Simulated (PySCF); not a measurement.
Computed vibrations of LuH3(H2O)

LuH3(H2O) (singlet in the valence; each metal's 4f electrons, 14 of them, lie in its core potential, out of spins and levels). PySCF 2.14.0, RKS PBE0, Lu lcecp-1-SVP with ECP60, H def2-SVP, O def2-SVP; non-relativistic Hamiltonian with scalar-relativistic core potentials where named; density fitting; no spin-orbit coupling. Central differences of gradients.

```xyz
7

Lu    0.1159   -0.1265    0.1265
H     0.9678    1.4715    0.9403
H    -0.9743   -1.2919    1.2919
H     0.9678   -0.9403   -1.4715
O    -1.1825    1.2260   -1.2260
H    -1.1547    2.1830   -1.0798
H    -1.1547    1.0798   -2.1830
```

Run from Python with OMP_NUM_THREADS=2. Where DIIS fails, smearing, a level shift and second-order steps follow.
It took 37 s on 2 threads of Arm Neoverse V2, with other jobs on the host.

Question: What are the harmonic wavenumbers and infrared intensities?

Answer: Modes are labelled in Cs; negative numbers are unstable modes, those under 60 cm⁻¹ near the noise; a finer grid moves soft modes by up to 10 cm⁻¹.
```json
{"cm⁻¹": "-65", "km/mol": "–", "symmetry": "a''"}
{"cm⁻¹": "161", "km/mol": "124.8", "symmetry": "a'"}
{"cm⁻¹": "229", "km/mol": "3.7", "symmetry": "a''"}
{"cm⁻¹": "277", "km/mol": "376.8", "symmetry": "a'"}
{"cm⁻¹": "347", "km/mol": "503.7", "symmetry": "a'"}
{"cm⁻¹": "390", "km/mol": "82.8", "symmetry": "a'"}
{"cm⁻¹": "525", "km/mol": "134.7", "symmetry": "a''"}
{"cm⁻¹": "557", "km/mol": "52.2", "symmetry": "a''"}
{"cm⁻¹": "564", "km/mol": "173.4", "symmetry": "a'"}
{"cm⁻¹": "1425", "km/mol": "865.5", "symmetry": "a''"}
{"cm⁻¹": "1441", "km/mol": "826.7", "symmetry": "a'"}
{"cm⁻¹": "1508", "km/mol": "57.2", "symmetry": "a'"}
{"cm⁻¹": "1603", "km/mol": "106.8", "symmetry": "a'"}
{"cm⁻¹": "3808", "km/mol": "123.3", "symmetry": "a'"}
{"cm⁻¹": "3904", "km/mol": "193.3", "symmetry": "a''"}
```

Question: Is this a minimum?

Answer: No: 1 unstable; the lowest moves the atoms so:
```
Lu   0.00  0.00  0.00
H   -0.38  0.31 -0.19
H    0.00  0.04  0.04
H    0.38 -0.19  0.31
O    0.00  0.02  0.02
H    0.46  0.00  0.10
H   -0.46  0.10  0.00
```

An lcecp potential fixes the number of 4f electrons, so in runs with it no electron can move into or out of that shell.
